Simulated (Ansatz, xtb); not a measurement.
Two isomers of C5H9FGe

Structure I is `[F][GeH2][C]1=CCCC1`, a singlet and structure II is `C=C1[C@@H](C)[C@@H]1[GeH2][F]`, a singlet. Both are isolated molecules in the gas phase, relaxed with r2SCAN-D4/def2-SVP, each in the lowest conformer that the search found.

Quicker runs give these differences E(II) − E(I): GFN2-xTB +1.219 eV; HF/STO-3G +2.185 eV (at GFN2-xTB geometries); r2SCAN-D4/def2-SVP//GFN2-xTB +1.244 eV.

Estimate E(II) − E(I) at the level CCSD(T)/def2-SVP + ΔMP2/def2-TZVPP.

Calculated at CCSD(T)/def2-SVP + ΔMP2/def2-TZVPP: E(II) − E(I) = +1.415 eV, so structure I lies lower.

The same difference at several levels:

```
                             level            geometry  E(II) − E(I) (eV)  departure from the last row (eV)  job, with rough time for the two
                          GFN2-xTB            GFN2-xTB              +1.219                            −0.196              optimisation, 0.22 s
                         HF/STO-3G            GFN2-xTB              +2.185                            +0.770              single point, 0.58 s
      r2SCAN-D4/def2-SVP//GFN2-xTB            GFN2-xTB              +1.244                            −0.171               single point, 6.3 s
                r2SCAN-D4/def2-SVP  r2SCAN-D4/def2-SVP              +1.270                            −0.145             optimisation, 2.1 min
                       HF/def2-SVP  r2SCAN-D4/def2-SVP              +1.375                            −0.040           part of the CCSD(T) run
                      MP2/def2-SVP  r2SCAN-D4/def2-SVP              +1.355                            −0.060           part of the CCSD(T) run
                  CCSD(T)/def2-SVP  r2SCAN-D4/def2-SVP              +1.356                            −0.059                      single point
CCSD(T)/def2-SVP + ΔMP2/def2-TZVPP  r2SCAN-D4/def2-SVP              +1.415                                               single point, 2.8 min
```

As drawn, both hold the same kinds of bond in the same numbers. Structure I has 0 methyl groups, II 1. Structure I has a 5-membered ring, II a 3-membered ring.

The levels shown agree on the order. The largest departure from CCSD(T)/def2-SVP + ΔMP2/def2-TZVPP is that of HF/STO-3G, 0.770 eV. The last row adds to CCSD(T) the change of the MP2 difference between the two basis sets, here +0.059 eV.

With thermal terms from frequencies at re-optimised GFN2-xTB minima (ideal gas, soft modes damped towards free rotors, one conformer each, 298.15 K, 1 atm): the zero-point term adds −0.089 eV; ΔH is +1.351 and ΔG +1.306 eV.

The correlated steps freeze 15 core orbitals; the filled d shell of Ge is correlated, in a basis made for valence electrons. Mirror images aren't counted in ΔG. Programs: Ansatz 0.2.0, xtb 6.7.1; the last row on 4 threads of Arm Neoverse V1 on a shared host.
